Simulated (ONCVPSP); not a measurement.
# What the settings do to the ONCV potential of cerium (Ce)

Base potential:

* Element: Ce
* Generator: ONCVPSP 4.0.1
* Type: optimised norm-conserving Vanderbilt (ONCV)
* Functional: PBEsol
* Relativity: scalar-relativistic
* Frozen core: [Kr] 4d10
* Valence charge: 12
* Reference configuration: 4f1 5s2 5p6 5d1 6s2
* Partial waves: 5s+6s: rc 2.90 bohr, ncon 5, nbas 9, qcut 4.9 1/bohr, 2 projectors; 5p: rc 1.90 bohr, ncon 4, nbas 8, qcut 3.6 1/bohr, 2 projectors, debl 0.4 Ha; 5d: rc 3.60 bohr, ncon 4, nbas 9, qcut 4.7 1/bohr, 2 projectors, debl 0.4 Ha; 4f: rc 1.80 bohr, ncon 5, nbas 10, qcut 9.9 1/bohr, 2 projectors, debl 1.2 Ha
* Local potential: polynomial inside 1.35 bohr (lpopt 1, dvloc0 4 Ha)
* Core correction: polynomial model core, fcfact 0.45

In the p channel the program set the typed energies aside and used -0.854, 0.250 Ha.

Cutoffs, loose and tight: the cutoffs (Ha) at which the residual kinetic energy of the hardest occupied pseudo-wave falls to 1 and 0.1 mHa per electron. They do not see the model core or the augmentation charge, which bear on the density cutoff. Test errors are all-electron minus pseudo excitation energies from the reference, over the configurations 4f1 5s2 5p6 5d1 6s1; 4f1 5s2 5p6 5d1 6s0; 4f1 5s2 5p6 5d0 6s0; 4f1 5s2 5p6 5d2 6s0. A dash means not determined; rows that change the core or the reference have their own tests.

| change | outcome | cutoff, loose | cutoff, tight | bound ghosts | GHOST(+) flags above zero | largest test error (meV) |
| --- | --- | --- | --- | --- | --- | --- |
| base | generated, projector energies reset by the program | 42 Ha | 56 Ha | none | s | -14 |
| core correction polynomial model core, fcfact 0.62 | generated, projector energies reset by the program | 42 Ha | 56 Ha | none | s | -14 |
| f: rc 2.04 | generated, projector energies reset by the program | 42 Ha | 56 Ha | none | s | -14 |
| core correction none | generated, projector energies reset by the program | 42 Ha | 56 Ha | none | s | -12 |
| s: qcut 4.8 | generated, projector energies reset by the program | 42 Ha | 56 Ha | none | s | -15 |
| local potential polynomial inside 1.35 bohr (lpopt 5, dvloc0 4 Ha) | generated, projector energies reset by the program | 42 Ha | 56 Ha | none | s | -14 |

Problem. What comes out with this change to the base: all radii but the core radius scaled by about 0.85 (s 2.48, p 1.62, d 3.08, f 1.54 bohr); local potential polynomial inside 1.16 bohr (lpopt 1, dvloc0 4 Ha)?

Solution. outcome: generated, projector energies reset by the program; cutoff, loose: 63 Ha; cutoff, tight: 162 Ha; bound ghosts: none; GHOST(+) flags above zero: s, p; largest test error (meV): -13.

Problem. What comes out with this change to the base: core [Kr] 4d10 4f1, valence charge 11; reference 5s2 5p6 5d1 6s1; waves now 5s+6s: rc 2.30 bohr, ncon 4, nbas 7, qcut 3.9 1/bohr, 2 projectors; 5p: rc 3.00 bohr, ncon 4, nbas 8, qcut 3.7 1/bohr, 2 projectors, debl 1.3 Ha; 5d: rc 4.00 bohr, ncon 4, nbas 9, qcut 4.7 1/bohr, 2 projectors, debl 0.9 Ha; local potential polynomial inside 2.10 bohr (lpopt 5, dvloc0 2 Ha)?

Solution. outcome: generated, projector energies reset by the program; cutoff, loose: 7.4 Ha; cutoff, tight: 21 Ha; bound ghosts: none; GHOST(+) flags above zero: none; largest test error (meV): -17.

Problem. What comes out with this change to the base: s: qcut 4.2; p: qcut 3.1; d: qcut 4; f: qcut 8.5?

Solution. outcome: generated, projector energies reset by the program; cutoff, loose: 43 Ha; cutoff, tight: 121 Ha; bound ghosts: none; GHOST(+) flags above zero: s; largest test error (meV): +15.
